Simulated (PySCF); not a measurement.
# Unknown compound

An unknown has the formula C$_{6}$H$_{11}$FOSi. Its calculated NMR data are:

1H NMR (300 MHz, computed): δ 7.06 (m, 1H), 6.60 (m, 1H), 5.88 (m, 1H), 5.64 (m, 1H), 4.64 (t, 2H), 3.81 (s, 3H), 2.21 (m, 2H).

13C{1H} NMR (computed): δ 163.4 (CH), 131.2 (CH), 126.8 (CH), 115.8 (CH), 54.1 (CH3), 20.2 (CH2).

Calculated, not measured (PySCF 2.14): shieldings: GIAO PBE0/pcSseg-1, geometry from GFN2-xTB. Rapidly exchanging positions averaged, one computed conformer, no relativistic terms, isolated molecule.

Scale: 1H (σ = 31.72 ppm) and 13C (σ = 186.93 ppm) against TMS (reference shieldings calculated alike).

Which candidate is it?
A. C[C@@H]1CC[C@@]1([SiH3])C(=O)F
B. C=C(C)C[SiH2]O/C=C/F
C. CO[SiH2]C/C=C\C=C\F
D. C=C(C)[C@@]1(F)[SiH2][C@@H]1OC
E. CC(C)/C=C(\[SiH3])C(=O)F
F. C=C(C)[SiH2][C@H](F)C(C)=O

Answers

C. 

1. The formula gives 2 degrees of unsaturation (no ring in the answer).
2. 6 carbon signals for 6 carbons: no two carbons are equivalent.
3. Carbon types of the structure: 4 × CH, 1 × CH2, 1 × CH3, leaving 2 H on heteroatoms.
4. δC 163.4, 131.2, 126.8, 115.8: alkene CH; the olefinic region.
5. δC 54.1: methyl carbon bonded to O; the inductive effect lowers its shielding.
6. δH 7.06, 6.60, 5.88, 5.64: hydrogen on an alkene CH; attached to an sp2 carbon and in the plane of the double bond.
7. δH 3.81: hydrogen on a methyl carbon bonded to O; its carbon carries O, which withdraws density.
8. δH 2.21: hydrogen on an allylic sp3 CH2 bonded to Si; allylic position.

The others: C[C@@H]1CC[C@@]1([SiH3])C(=O)F has carbons computed at 177.4, 37.8, 36.5, 27.4, 25.1, 21.4, with a different DEPT pattern; C=C(C)C[SiH2]O/C=C/F has carbons computed at 147.9, 147.5, 142.0, 116.9, 30.1, 28.0, with a different DEPT pattern; C=C(C)[C@@]1(F)[SiH2][C@@H]1OC has carbons computed at 161.9, 103.6, 90.3, 75.2, 64.3, 22.7, with a different DEPT pattern; C=C(C)[SiH2][C@H](F)C(C)=O has carbons computed at 215.9, 148.8, 139.1, 99.9, 31.8, 28.8, with a different DEPT pattern; CC(C)/C=C(\[SiH3])C(=O)F would give 5 carbon signals, not 6.

Splittings by 19F in the carbon and heteronuclear signals aren't shown, as no couplings were computed. Shifts are as computed. Against solution values, carbons near 30 ppm lie about +3 ppm off and those near 130 ppm about +5 ppm. Of 1211 compounds with measured shifts, 218 miss one by over three times the rms of a fit or turn the order of signals round; such compounds aren't used in these exercises. Multiplicities follow the n + 1 count of equivalent neighbours, as no J values were calculated; m marks all less simple cases, F and P coupling included.
